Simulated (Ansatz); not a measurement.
A run on `[SiH3]CC=S` with other settings.

```yaml
crystal:
  periodic: [false, false, false]
  atoms:
    - {symbol: Si, position_ang: [-1.180263, 0.733257, -0.177430]}
    - {symbol: C, position_ang: [0.195756, -0.397160, 0.633348]}
    - {symbol: C, position_ang: [1.296160, -0.628727, -0.211867]}
    - {symbol: S, position_ang: [2.593863, -0.052682, -0.610773]}
    - {symbol: H, position_ang: [-0.481862, 2.013784, -0.489212]}
    - {symbol: H, position_ang: [-2.227190, 0.917400, 0.923128]}
    - {symbol: H, position_ang: [-1.751821, 0.257977, -1.475080]}
    - {symbol: H, position_ang: [-0.144555, -1.246644, 0.914308]}
    - {symbol: H, position_ang: [0.733060, 0.209657, 1.548926]}
    - {symbol: H, position_ang: [1.002190, -1.609450, -1.155030]}
basis:
  gaussian: {orbitals: aug-cc-pVDZ}
hamiltonian: {xc: {name: r2SCANh}, dispersion: d3bj, pseudopotentials: {relativity: none}}
accuracy: high
scf: {lower_state_search: full}
```

```sh
$ ansatz run in.yaml --threads 2 --pin off --events-out ev --progress --plain --max-ram 4352MiB
```

Output, abridged:

```
Warning: the engine holds no damping parameters fitted to this dispersion correction and functional, so the run takes those fitted to r2scanh beside the three-body term, which d3bj leaves out (hamiltonian.dispersion, under Limitations)
Functional definition: r2SCANh
3086 factors; integrals over basis functions are off by at most 3.4e-9 eV
mean field evaluation 1: about -20867.2998 eV, gradient 6.8e1 eV
mean field evaluation 2: about -20867.3676 eV, gradient 6.7e1 eV
mean field evaluation 4: about -20878.4197 eV, gradient 1.2e1 eV
mean field evaluation 8: about -20878.8270 eV, gradient 2.2e-1 eV
mean field evaluation 16: about -20878.8271 eV, gradient 1.9e-5 eV
mean field -20878.82713504 eV, -767.2827450356 hartree, gradient 3.4e-8 eV, S^2 0.000000; 0 other end points of the search recorded, 0 dependent functions left out
reference -20878.82713873 eV, -767.2827451708 hartree; 24, 24 occupied and 130, 130 virtual orbitals, 3086 factors
Total energy: -20878.89933928 eV, -767.2853984922 hartree
```

Run time 22 s (2 threads of an Arm Neoverse V1 on a shared host); peak host memory 0.84 GiB.
